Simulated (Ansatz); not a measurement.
Consider the formal loss of a carbene: `[CH3][AlH][CH2]F` → `F[CH2][AlH2]` + `[CH2]` (triplet).

Calculated with Ansatz (gas phase, PBE0-D4/def2-TZVP geometries, no zero-point term in ΔE). CCSD(T)/CBS is the MP2 limit (def2-TZVPP, def2-QZVPP) plus CCSD(T) − MP2 in def2-TZVPP, frozen cores. This one scheme is used for every species. Functionals use def2-TZVPP. B3LYP here is the variant with VWN-RPA as its local correlation; programs differ in this. Triplets are unrestricted, without spin–orbit coupling. Each species was taken in one conformer, which may not be the lowest.

```
             level  ΔE (kJ/mol)
         r2SCAN-D4        461.5
          B3LYP-D4        472.5
      CAM-B3LYP-D4        476.2
           ωB97X-V        488.2
          PBE-QIDH        476.6
         CAM-B3LYP        472.1
SCS-MP2/def2-TZVPP        479.7
CCSD(T)/def2-TZVPP        467.9
```

(1) What does CCSD(T)/CBS give? (Estimate.)

Largest T1 diagnostic among the species: 0.011.

Answers

(1) Ansatz gave: +480.6 kJ/mol. The listed levels differ from it by -19.1, -8.1, -4.4, 7.6, -4.0, -8.5, -0.9, -12.7 kJ/mol.

Leaving LDA and LC-ωPBE aside and taking each functional with its dispersion term where it has one, the values, not all of them listed here, spread over 32.0 kJ/mol, from r2SCAN0-D4 to ωB97X-V. LDA lies +69.2 kJ/mol from PBE without D4. From PBE to PBE0 (25 % exact exchange), in def2-TZVPP and without D4, ΔE moves by −9.0 kJ/mol.
